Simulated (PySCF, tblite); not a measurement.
Task: Write Cartesian coordinates for InChI=1S/C5H8P3/c1-3-5-6-4(2)7-8-5/h3H2,1-2H3/q-1 as optimised with GFN2-xTB. (Charge -1.)

Result: 
```xyz
16
C5H8P3 angstrom
C     -2.762    0.420    0.339
C     -1.962   -0.879    0.416
C     -0.532   -0.655   -0.008
P     -0.075   -1.012   -1.643
P      1.924   -0.405   -1.558
C      1.983    0.111    0.098
C      3.277    0.659    0.649
P      0.590    0.018    1.145
H     -2.300    1.171    0.979
H     -2.755    0.793   -0.684
H     -3.795    0.268    0.656
H     -1.986   -1.254    1.445
H     -2.423   -1.626   -0.235
H      3.594    0.090    1.526
H      4.060    0.608   -0.106
H      3.155    1.701    0.955
```

Any rigid rotation of these coordinates is as good. Atoms count from 1 in this order. The 5-membered ring C3–P4–P5–C6–P8 has internal angles of 97.9° to 122.2°; it is planar, 0.00 Å rms from its mean plane, widest ring torsion 0°. P4 (phosphorus bonded to C and P) is bent (angle 98.9°). C6 (substituted aromatic carbon) is planar (angles 122.0°, 119.0° and 119.0°, sum 360.0°, 0.00 Å off the plane of its three neighbours). C3 (substituted aromatic carbon) is planar (angles 122.2°, 119.0° and 118.8°, sum 359.9°, 0.02 Å off the plane of its three neighbours).

Bonds between heavy atoms (Å): C1–C2 1.527, C2–C3 1.508, C3–P4 1.735, P4–P5 2.092, P5–C6 1.736, C6–C7 1.509, C6–P8 1.745, C3–P8 1.744.

The geometry is computed with GFN2-xTB (gas phase).

Point group: C1 (no symmetry element, even within 0.4 Å). Its GFN2-xTB frequencies are all real (lowest 37 cm⁻¹). Torsions: C1–C2–C3–P4 -97°.

One conformer stands for the species.
